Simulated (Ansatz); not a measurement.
`[SiH3][SnH][Cl]` radical, 7 atoms. Total charge 0; spin multiplicity 2. Correlated methods include outer-core shells of Sn, which these sets cover unevenly. Sn takes the def2 core potential. All runs use 4 threads of an Arm Neoverse V2 on a shared host. Correlated methods freeze the cores. Open-shell runs search over several starts.

(1) How many basis functions does each run have, and how long does it take in Ansatz? UKS PBE0-D4/def2-QZVPP energy; direct RPA on PBE orbitals/def2-TZVPP energy; UKS PBE0-D4/def2-SVP energy; UKS ωB97M-V/def2-SVP energy; UHF-CCSD(T)/def2-TZVPP energy; UHF-MP2/def2-QZVPP energy; UHF-CCSD(T)/def2-SVP energy; UKS PBE0-D4/def2-TZVP relaxation (9 steps); UKS ωB97X-V/def2-TZVPP energy; UKS PBE0-D4/def2-TZVP frequencies; UKS r2SCAN0-D4/def2-TZVPP energy; UKS ωB97M-V/def2-QZVPP energy. (Best estimate.)

Results:

(1) Ansatz gave: Other jobs shared the machine, so times are rough.

| level | job | functions | wall time | peak host memory (GiB) |
| --- | --- | --- | --- | --- |
| UKS PBE0-D4/def2-SVP | energy | 82 | 1.4 s | 0.37 |
| direct RPA on PBE orbitals/def2-TZVPP | energy | 190 | 3.8 s | 0.48 |
| UHF-CCSD(T)/def2-SVP | energy | 82 | 4.7 s | 0.48 |
| UKS ωB97M-V/def2-SVP | energy | 82 | 6 s | 0.42 |
| UKS r2SCAN0-D4/def2-TZVPP | energy | 190 | 6.5 s | 0.65 |
| UKS PBE0-D4/def2-QZVPP | energy | 342 | 9 s | 1.4 |
| UKS ωB97X-V/def2-TZVPP | energy | 190 | 9.5 s | 0.8 |
| UHF-MP2/def2-QZVPP | energy | 342 | 12 s | 1.4 |
| UKS ωB97M-V/def2-QZVPP | energy | 342 | 21 s | 1.7 |
| UKS PBE0-D4/def2-TZVP | relaxation (9 steps) | 148 | 27 s | 0.48 |
| UKS PBE0-D4/def2-TZVP | frequencies | 148 | 67 s | 0.48 |
| UHF-CCSD(T)/def2-TZVPP | energy | 190 | 2.7 min | 5.4 |
